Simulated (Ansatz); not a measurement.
Frontier orbitals of C6H18InN3, SMILES `C[N](C)[In]([N](C)C)[N](C)C`.

The species carries charge 0 and has multiplicity 1. Correlated methods include outer-core shells of In, which these sets cover unevenly. In takes the def2 core potential. The geometry is a stationary point of PBE0-D4/def2-TZVP. It is one conformer, not always the lowest. Basis def2-TZVPP, the Gaussian-basis code of Ansatz.

Orbital energies of one run (eV). Highest occupied ones, from the top: -5.07, -5.07, -5.75, -7.86, -7.86, -9.35, -9.57, -9.62, -9.62, -10.06, -10.06, -10.06, -11.51, -11.51. Empty: -1.04, -0.24, 1.09, 1.09, 1.42, 2.38.

Question: Which functional gave them?
A. LDA (SPW92)
B. LC-ωPBE
C. revPBE
D. r2SCANh

Answer: D. HOMO energies: r2SCANh -5.07, LC-ωPBE -8.28, revPBE -4.33, LDA (SPW92) -4.51 eV.

LC-ωPBE has ω = 0.4 bohr⁻¹.
